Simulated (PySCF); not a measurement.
From one molecule to another.

First species: C5H9NO3Si.
Cartesian coordinates in Å at the GFN2-xTB level; atoms count from 1:
```xyz
19
C5H9NO3Si angstrom
C     -3.0282    1.9544    0.7985
N     -2.3120    1.1043    0.2143
C     -1.3716    1.4234   -0.7522
C     -1.5648    2.3063   -1.7331
O     -0.2607    0.6723   -0.6902
Si    -0.1011   -0.5966    0.3160
O      1.4350   -0.9978   -0.1409
C      2.0466   -2.0594    0.3597
C      3.4364   -2.2433   -0.1865
O      1.5308   -2.7791    1.1724
H     -2.9555    3.0338    0.6494
H     -3.7621    1.5955    1.5055
H     -2.4662    2.8862   -1.7911
H     -0.8373    2.4239   -2.5132
H     -0.1031   -0.2033    1.7184
H     -1.0302   -1.6651   -0.0111
H      4.1415   -1.7802    0.5021
H      3.6692   -3.3024   -0.2537
H      3.5234   -1.7637   -1.1563
```

Second species: C5H7F3N2.
Z-matrix (Å and degrees, GFN2-xTB geometry), rows numbered from 1:
```
C 
C   1  1.3258
N   2  1.3863  1  127.82
C   3  1.4459  2  123.36  1    -1.92
N   3  1.3072  2  114.81  1   177.66
C   5  1.2758  3  124.76  2  -178.93
C   6  1.4935  5  117.06  3  -179.89
F   7  1.3435  6  111.00  5   176.30
F   7  1.3441  6  113.44  5    56.51
F   7  1.3464  6  113.27  5   -64.32
H   1  1.0737  2  119.66  3   179.93
H   1  1.0752  2  124.44  3    -0.16
H   2  1.0805  1  121.21  3   179.55
H   4  1.0833  3  109.68  2    -5.22
H   4  1.0927  3  109.73  2  -124.83
H   4  1.0930  3  110.39  2   115.11
H   6  1.0865  5  127.97  3     0.32
```

Levels: PBE0/pcSseg-1 for HOMO energy, LUMO energy and HOMO–LUMO gap. Geometries: GFN2-xTB. Each structure is a single optimised conformer of the isolated species, non-relativistic unless stated. Electronic properties by PySCF.

Dipoles, sizes and rotational constants follow the conformer. The torsions of the flexible species, by atom-mapped SMILES:
- `[CH2:1]=[CH:2][N:3]([CH3:4])/[N:5]=[CH:6]/[C:7]([F:8])([F:9])[F:10]`: C1–C2–N3–C4 -2°, C2–N3–N5–C6 -179°, N5–C6–C7–F8 176°

The conformers of `C=NC(=C)O[SiH2]OC(C)=O` aren't listed.

Values for the first species:

| Property | Result |
| --- | --- |
| HOMO energy | -6.83 eV |
| LUMO energy | -1.62 eV |
| HOMO–LUMO gap | 5.21 eV |

(1) Estimate the same properties for the second species, and the change in each.

## Answers

(1) 
```json
{"property": "HOMO energy", "first": "-6.83 eV", "second": "-6.52 eV", "second less first": "+0.31 eV"}
{"property": "LUMO energy", "first": "-1.62 eV", "second": "-0.96 eV", "second less first": "+0.66 eV"}
{"property": "HOMO–LUMO gap", "first": "5.21 eV", "second": "5.56 eV", "second less first": "+0.35 eV"}
```

On the second:  GFN2-xTB frequencies show an imaginary mode (28i cm⁻¹), so this geometry is no minimum at that level.
